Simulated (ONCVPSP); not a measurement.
## Varying the ONCV potential for lithium

Base potential:

ONCVPSP 4.0.1 input, shortened (lines: element, Z, core and valence counts, functional; n l f; lmax; l rc ep ncon nbas qcut; lloc lpopt rc5 dvloc0; l nproj debl; icmod fcfact rcfact), PBE, scalar-relativistic:

```
  Li 3.00    0    2        4      upf
    1    0    2.00
    2    0    1.00
    1
    0    1.15    0.00    4    8   10.80
    1    1.10    0.05    4    8    7.20
    4    5    1.05    0.00
    0    2    1.40
    1    2    3.60
    0    0.00    0.00
```

Cutoffs, loose and tight: the cutoffs (Ha) at which the residual kinetic energy of the hardest occupied pseudo-wave falls to 1 and 0.1 mHa per electron. They do not see the model core or the augmentation charge, which bear on the density cutoff. Test errors are all-electron minus pseudo excitation energies from the reference, over the configurations 1s2 2s0; 1s2 2s0.5; 1s2 2s0 2p1; 1s1 2s1. A dash means not determined; rows that change the core or the reference have their own tests.

```tsv
change	outcome	cutoff, loose	cutoff, tight	bound ghosts	GHOST(+) flags above zero	largest test error (meV)
base	generated	41 Ha	48 Ha	none	none	+841
all radii scaled by about 0.87 (s 1.00, p 0.96 bohr); local potential polynomial inside 0.92 bohr (lpopt 5, dvloc0 0 Ha)	generated	46 Ha	54 Ha	none	none	+631
all radii scaled by about 0.95 (s 1.10, p 1.04 bohr); local potential polynomial inside 1.00 bohr (lpopt 5, dvloc0 0 Ha)	generated	42 Ha	50 Ha	none	none	+773
all radii scaled by about 1.09 (s 1.26, p 1.20 bohr); local potential polynomial inside 1.16 bohr (lpopt 5, dvloc0 0 Ha)	generated	37 Ha	45 Ha	none	none	+1023
all radii scaled by about 1.16 (s 1.32, p 1.28 bohr); local potential polynomial inside 1.22 bohr (lpopt 5, dvloc0 0 Ha)	generated	36 Ha	43 Ha	none	none	+1118
all radii scaled by about 1.22 (s 1.40, p 1.34 bohr); local potential polynomial inside 1.28 bohr (lpopt 5, dvloc0 0 Ha)	generated	33 Ha	40 Ha	none	none	+1290
all radii scaled by about 1.31 (s 1.50, p 1.44 bohr); local potential polynomial inside 1.38 bohr (lpopt 5, dvloc0 0 Ha)	generated	29 Ha	34 Ha	none	none	+1611
```

(1) What comes out with this change to the base: all radii scaled by about 0.80 (s 0.92, p 0.88 bohr); local potential polynomial inside 0.84 bohr (lpopt 5, dvloc0 0 Ha)?

Answers

(1) outcome: generated; cutoff, loose: 49 Ha; cutoff, tight: 60 Ha; bound ghosts: none; GHOST(+) flags above zero: none; largest test error (meV): +528.

Reading the sweep of the scale of all radii (base = 1) (base included, trends over the rows without a ghost): The loose cutoff falls from 49 Ha at 0.8 to 29 Ha at 1.31. A larger radius leaves more room for a smooth pseudo-wave, so fewer plane waves are needed; a smaller one forces it to follow the all-electron wave where it bends sharply. The median size of the test errors (rows with all tests solved) stays near 0.4 meV.
